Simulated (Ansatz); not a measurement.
Ansatz (a quantum-chemistry and plane-wave program) input (B3LYP-D3(BJ)/def2-TZVP):

Ansatz 0.2 input:
```yaml
crystal:
  periodic: [false, false, false]
  atoms:
    - {symbol: C, position_ang: [-0.65213021, -0.15302467, -0.13631246]}
    - {symbol: C, position_ang: [0.79486514, -0.10047747, -0.17847408]}
    - {symbol: Cl, position_ang: [1.70378949, -0.91516243, 1.00948411]}
    - {symbol: Cl, position_ang: [1.57026540, 1.19033234, -0.97339367]}
    - {symbol: Cl, position_ang: [-1.34247013, 1.01062661, 1.15042477]}
    - {symbol: H, position_ang: [-1.10312288, 0.18231476, -1.06675062]}
    - {symbol: H, position_ang: [-1.01960134, -1.13061515, 0.16510397]}
basis:
  gaussian:
    orbitals: def2-TZVP
hamiltonian:
  xc: b3lyp
  dispersion: d3bj
magnetization: {spin_polarized: true, initial_magnetization: 1}
relax: {f_tol: 0.002, max_steps: 150}
```

End of the output:

```
mean field: 1.45 GiB planned
mean field -39676.26027710 eV, -1458.0756716481 hartree, gradient 1.1e-5 eV, S^2 0.755389; 0 other end points of the search recorded, 0 dependent functions left out
the calculation of the forces begins
reference -39676.26054145 eV, -1458.0756813630 hartree; 33, 32 occupied and 152, 153 virtual orbitals, 1237 factors
relax step   4: F+E_penalty+E_count = -39676.65793191 eV  Δ(F+E_penalty+E_count) = -7.457e-4 eV  max|allowed force component| = 1.848e-2 eV/Å  Δτ_max = 0.0085 Å  (36 SCF iters, accepted)
these checks for a lower state are left out or cut short: starts, cluster_reference, orbital_swaps, neighbouring_geometries, increment
integrals: 0.12 GiB planned
1237 factors; their error is unknown
mean field: 1.45 GiB planned
mean field -39676.26025625 eV, -1458.0756708822 hartree, gradient 2.5e-5 eV, S^2 0.755377; 0 other end points of the search recorded, 0 dependent functions left out
the calculation of the forces begins
reference -39676.26052063 eV, -1458.0756805977 hartree; 33, 32 occupied and 152, 153 virtual orbitals, 1237 factors
relax step   5: F+E_penalty+E_count = -39676.65795128 eV  Δ(F+E_penalty+E_count) = -1.937e-5 eV  max|allowed force component| = 3.582e-2 eV/Å  Δτ_max = 0.0011 Å  (27 SCF iters, accepted)
these checks for a lower state are left out or cut short: starts, cluster_reference, orbital_swaps, neighbouring_geometries, increment
integrals: 0.12 GiB planned
1237 factors; their error is unknown
mean field: 1.45 GiB planned
mean field -39676.26017847 eV, -1458.0756680237 hartree, gradient 1.1e-5 eV, S^2 0.755374; 0 other end points of the search recorded, 0 dependent functions left out
the calculation of the forces begins
reference -39676.26044281 eV, -1458.0756777379 hartree; 33, 32 occupied and 152, 153 virtual orbitals, 1237 factors
relax step   6: F+E_penalty+E_count = -39676.65799131 eV  Δ(F+E_penalty+E_count) = -4.003e-5 eV  max|allowed force component| = 8.366e-3 eV/Å  Δτ_max = 0.0019 Å  (38 SCF iters, accepted)
these checks for a lower state are left out or cut short: starts, cluster_reference, orbital_swaps, neighbouring_geometries, increment
integrals: 0.12 GiB planned
1237 factors; their error is unknown
mean field: 1.45 GiB planned
mean field -39676.26016176 eV, -1458.0756674098 hartree, gradient 5.8e-5 eV, S^2 0.755376; 0 other end points of the search recorded, 0 dependent functions left out
the calculation of the forces begins
reference -39676.26042610 eV, -1458.0756771239 hartree; 33, 32 occupied and 152, 153 virtual orbitals, 1237 factors
relax step   7: F+E_penalty+E_count = -39676.65799375 eV  Δ(F+E_penalty+E_count) = -2.438e-6 eV  max|allowed force component| = 7.174e-4 eV/Å  Δτ_max = 0.0004 Å  (24 SCF iters, accepted)
integrals: 0.12 GiB planned
1237 factors; their error is unknown
mean field: 1.45 GiB planned
mean field evaluation 64: about -39676.1369 eV, gradient 2.9e0 eV
mean field -39676.26016176 eV, -1458.0756674098 hartree, gradient 5.8e-5 eV, S^2 0.755376; 1 other end points of the search recorded, 0 dependent functions left out
the calculation of the forces begins
reference -39676.26042610 eV, -1458.0756771239 hartree; 33, 32 occupied and 152, 153 virtual orbitals, 1237 factors
Total energy: -39676.65825808 eV, -1458.0902971796 hartree
Atom 0 at    -0.660504    -0.139136    -0.120822 Å, force     0.000117     0.000630     0.000717 eV/Å
Atom 1 at     0.799297    -0.089617    -0.166958 Å, force     0.000555    -0.000314    -0.000412 eV/Å
Atom 2 at     1.709493    -0.935473     1.005997 Å, force    -0.000250     0.000309    -0.000352 eV/Å
Atom 3 at     1.574226     1.190311    -0.992201 Å, force    -0.000194    -0.000378     0.000320 eV/Å
Atom 4 at    -1.364220     1.007889     1.147175 Å, force    -0.000394     0.000224     0.000249 eV/Å
Atom 5 at    -1.094807     0.176621    -1.064010 Å, force     0.000071    -0.000116    -0.000385 eV/Å
Atom 6 at    -1.011890    -1.126601     0.160900 Å, force     0.000095    -0.000356    -0.000138 eV/Å
Dipole moment:    -0.010250    -0.244833    -0.259789 e Å
```

It need not be the lowest isomer of its formula.
